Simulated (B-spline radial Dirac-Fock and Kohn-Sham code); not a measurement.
What relativity does to the binding energies of Re²⁺

System: the Re²⁺ ion in the configuration 1s2 2s2 2p6 3s2 3p6 3d10 4s2 4p6 4d10 4f14 5s2 5p6 5d5.

Both columns are ΔSCF binding energies of the configuration average from a B-spline atomic structure program: non-relativistic Hartree-Fock with a point nucleus, and Dirac-Fock with a finite nucleus and the Coulomb interaction alone, averaged over the two j levels with weights 2j+1.

```
shell  Hartree-Fock (eV)  Dirac-Fock (eV)  shift (eV)  shift (%)
   1s            66053.3          72065.4    +6012.19      +9.10
   2s            11009.6          12608.2    +1598.57     +14.52
   2p            10538.7          11071.9     +533.19      +5.06
   3s             2580.5           2976.5     +396.05     +15.35
   3p             2361.5           2510.5     +148.99      +6.31
   3d             1957.3           1940.6      -16.71      -0.85
   4s              563.3            661.2      +97.81     +17.36
   4p              470.2            505.0      +34.79      +7.40
   4d              300.9            296.6       -4.30      -1.43
   4f              77.27            67.29       -9.98     -12.92
   5s              98.19            114.5      +16.27     +16.57
   5p              68.26            72.50       +4.24      +6.22
   5d              26.57            25.57       -1.00      -3.76
```

Relativity binds 1s, 2s, 2p, 3s, 3p, 4s, 4p, 5s, 5p more strongly, among those listed most of all 4s in relative terms, and 3d, 4d, 4f, 5d more weakly, because the contracted s and p shells screen the nucleus better.

Values without a named source are computed, but for edge energies of neutral atoms, which are taken from tables.
